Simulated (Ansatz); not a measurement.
Li₁₂F₁₂⁺ (started as a model of: (LiF)12 cage of four- and six-membered rings). The state is a doublet with charge 1. Geometry PBE0-D4/def2-SVP, that of the neutral singlet; atoms count from 1.

Cartesian coordinates in Å:
```
Li -1.323 -1.039 2.204
F 0.130 -2.081 1.960
Li 1.075 -0.633 2.478
F -0.383 0.376 2.811
Li -0.544 1.896 1.950
F -1.789 2.132 0.666
Li -2.675 0.722 0.114
F -2.550 -0.865 0.964
Li -2.202 -1.547 -0.670
F -2.420 0.024 -1.530
F -0.808 -2.571 -0.961
Li 0.421 -2.718 0.352
F 1.789 -2.131 -0.667
Li 0.542 -1.896 -1.950
Li 2.675 -0.721 -0.115
F 2.420 -0.025 1.529
Li 2.202 1.547 0.671
F 0.808 2.571 0.963
Li -0.419 2.719 -0.352
F 2.551 0.866 -0.963
Li -1.075 0.633 -2.478
F 0.382 -0.377 -2.812
Li 1.323 1.038 -2.204
F -0.130 2.080 -1.959
```

(1) Estimate the Mulliken populations from the PBE0/def2-SVP orbitals of Ansatz.

(2) Where does the spin sit?

## Answers

(1) 
```csv
atom,charge (e),spin (α − β)
Li1,0.62,-0.01
F2,-0.55,0.06
Li3,0.62,-0.01
F4,-0.52,0.12
Li5,0.62,-0.01
F6,-0.52,0.12
Li7,0.62,-0.01
F8,-0.55,0.06
Li9,0.62,-0.01
F10,-0.52,0.12
F11,-0.55,0.06
Li12,0.62,-0.01
F13,-0.52,0.12
Li14,0.62,-0.01
Li15,0.62,-0.01
F16,-0.52,0.12
Li17,0.62,-0.01
F18,-0.55,0.06
Li19,0.62,-0.01
F20,-0.55,0.06
Li21,0.62,-0.01
F22,-0.52,0.12
Li23,0.62,-0.01
F24,-0.55,0.06
```
Mulliken values depend strongly on the basis.

(2) Summed by element: Li -0.08, F 1.08, of 1 unpaired in all. Largest on single atoms: F22 0.12, F6 0.12, F13 0.12.
